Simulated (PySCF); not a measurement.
How methods differ on the excitation energy of Al⁺

Al⁺ [Ne] 3s2 (1S) → Al⁺ [Ne] 3s1 3p1 (3P), as a difference of total energies. Computed with PySCF 2.14 in x2c-QZVPPall with one added diffuse shell each of s, p, d, f type (10s7p5d3f1g, 86 functions), with the spin-free X2C one-electron Hamiltonian (Gaussian nucleus). Correlated levels: valence: [Ne] frozen. The calculations carry no spin-orbit coupling.

```
           method  excitation energy (eV)
              UHF                   3.550
    MP2 (valence)                   4.276
SCS-MP2 (valence)                   4.485
   CCSD (valence)                   4.518
```

Errors of the correlated levels include the incompleteness of this basis and the frozen core.

With two correlated electrons CCSD is exact in that space.

Which method comes closest to the reference value, and which is furthest?

The reference is 4.651 eV (measured; NIST levels, between the centres of gravity of the two terms). Closest: CCSD (valence) (error -0.133 eV); furthest: UHF (error -1.101 eV).
